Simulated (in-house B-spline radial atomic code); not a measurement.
Configurations of the neodymium ion Nd⁺, with energies counted from [Xe] 4f4 6s1. Method: scalar-relativistic (X2C) TPSSh, spin-polarised, spherical fractional occupations, exact exchange averaged over the configuration, Fermi nucleus of rms radius 4.9123 fm. Calculated with a radial B-spline atomic code at the basis-set limit. Shells without spins written out take the highest spin.

Occupations are held fixed; configurations that lie above the ionisation limit could autoionise.

| configuration | E - E(ref) (eV) | highest orbital | its <r> (bohr) |
| --- | --- | --- | --- |
| [Xe] 4f3 5d1 6s1 | 2.4285 | 6s up | 3.827 |
| [Xe] 4f3 6s2 | 3.4434 | 6s down | 3.802 |
| [Xe] 4f3 6s1 6d1 | 10.292 | 6d up | 6.787 |

**Question.** Order these further configurations by energy, lowest first.
A. [Kr] 4d9 4f5 5s2 5p6 6s1
B. [Kr] 4d10 4f4 5s2 5p5 6s1 7s1
C. [Kr] 4d10 4f4 5s2 5p5 6s1 6p1
D. [Xe] 4f3 6s1 7s1

**Answer.** D (9.7378 eV), C (23.033 eV), B (26.702 eV), A (111.79 eV).
